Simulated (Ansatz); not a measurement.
Consider the hydrogenolysis of a Li–Br bond: `[Li][Br]` + H₂ → `[LiH]` + HBr.

Program: Ansatz. Geometries: PBE0-D4/def2-TZVP. ΔE: electronic, gas phase. CCSD(T)/CBS is the MP2 limit (def2-TZVPP, def2-QZVPP) plus CCSD(T) − MP2 in def2-TZVPP, frozen cores. This one scheme is used for every species. Functionals use def2-TZVPP. For Br, Li outer-core shells are correlated without core-valence functions, which leaves a few kJ/mol of doubt a bond. Scalar relativity is left out up to krypton.

Task: Is it downhill or uphill in electronic energy at CCSD(T)/CBS, and by how much? (Best estimate.)

Result: Computed: Uphill: ΔE = +2.62 eV.

Task: What do these levels give: r2SCAN0-D4, CAM-B3LYP-D4, BHLYP, CCSD/def2-SVP, HF/def2-QZVPP, CCSD/def2-QZVPP? (An estimate is asked.)

Result: The calculation gave: r2SCAN0-D4 2.65, CAM-B3LYP-D4 2.52, BHLYP 2.61, CCSD/def2-SVP 2.49, HF/def2-QZVPP 2.63, CCSD/def2-QZVPP 2.59 eV.

Largest T1 diagnostic among the species: 0.009.

Leaving LDA and LC-ωPBE aside and taking each functional with its dispersion term where it has one, the values, not all of them listed here, spread over 0.36 eV, from B97M-V to r2SCAN0-D4. LDA lies −0.07 eV from PBE without D4. From PBE to PBE0 (25 % exact exchange), in def2-TZVPP and without D4, ΔE moves by +0.07 eV. At CCSD(T), def2-SVP lies −0.15 eV from the extrapolated value and def2-TZVPP −0.10 eV.
